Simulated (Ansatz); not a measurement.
System: LiH, charge -1, multiplicity 2. SMILES: [LiH-]

Atoms: Li1, H2. Bonds: Li1-H2.

Bond lengths (Å) and angles (degrees) optimised at HF/STO-3G with Ansatz (a quantum-chemistry and plane-wave program); HF/3-21G with Ansatz; B3LYP/LANL2DZ with Ansatz, each started from the B3LYP-D3(BJ)/def2-TZVP structure (Ansatz) of the last column. A row stands for all coordinates that are equal there.

| coordinate | HF/STO-3G | HF/3-21G | B3LYP/LANL2DZ | B3LYP-D3(BJ)/def2-TZVP |
|---|---|---|---|---|
| Li1-H2 | 1.539 | 1.755 | 1.721 | 1.696 |

Mean signed difference of all 1 bond lengths from B3LYP-D3(BJ)/def2-TZVP: HF/STO-3G -0.157 Å, HF/3-21G 0.059 Å, B3LYP/LANL2DZ 0.025 Å.
